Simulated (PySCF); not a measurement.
SMILES B[SiH2]C[SiH3] (CH9BSi2) at its GFN2-xTB optimised geometry (Å):

```
13

B      2.5098     0.5632    -1.5025
Si     1.8873    -0.5178     0.0000
C     -0.0330    -0.5178     0.0000
Si    -0.8302     1.1997     0.0000
H      2.4100     0.1909    -2.6079
H      2.9900     1.6191    -1.3500
H      2.2896    -0.0757     1.3509
H      2.2920    -1.9414    -0.0281
H     -0.3750    -1.0634    -0.8805
H     -0.3863    -1.0838     0.8612
H     -0.3731     1.9414    -1.1829
H     -2.2920     1.0891    -0.0512
H     -0.4520     1.9391     1.2056
```

Computed with PySCF with B3LYP/def2-TZVP. Cells within 0.4 Å of a nucleus heavier than hydrogen are left out (blank, or x).

Map of the electron localisation function on the plane z = 0.0 Å:

```
|0000000000000000000000000000000|
|0000000000000000000000000000000|
|0000000000000000000000000000000|
|0000000000000000000000000000000|
|0000000000000000000000000000000|
|0000000000000000000000000000000|
|0000011100011111000000000000000|
|0000367531112332100000001111000|
|0004899985211343210000001221000|
|0018999998300013210000001111000|
|003999999923xx01100000001110000|
|00599999991xxx10110001111100000|
|004999999923xx03421012332100000|
|0039999999500158743223454210000|
|0017999997447999876411255421000|
|0002799852258987788401014421000|
|00001331001466xxx9925xx11321000|
|00000000001355xxx891xxx20210000|
|000000000012463x58831x503320000|
|0000000000024565566411278741000|
|0000000000013454433379999974100|
|0000000000001222111389999997200|
|0000000000000111000499999998400|
|0000000000000000000499999998300|
|0000000000000000000499999997100|
|0000000000000000000289999983000|
|0000000000000000000048999730000|
|0000000000000000000002332100000|
|0000000000000000000000000000000|
|0000000000000000000000000000000|
|0000000000000000000000000000000|
```
Scale: ten equal steps from 0.000 (start of '0') to 1.000 (end of '9'), in the order '0123456789'; x runs from -4.50 to 4.50, y from -4.50 (bottom) to 4.50 (top).
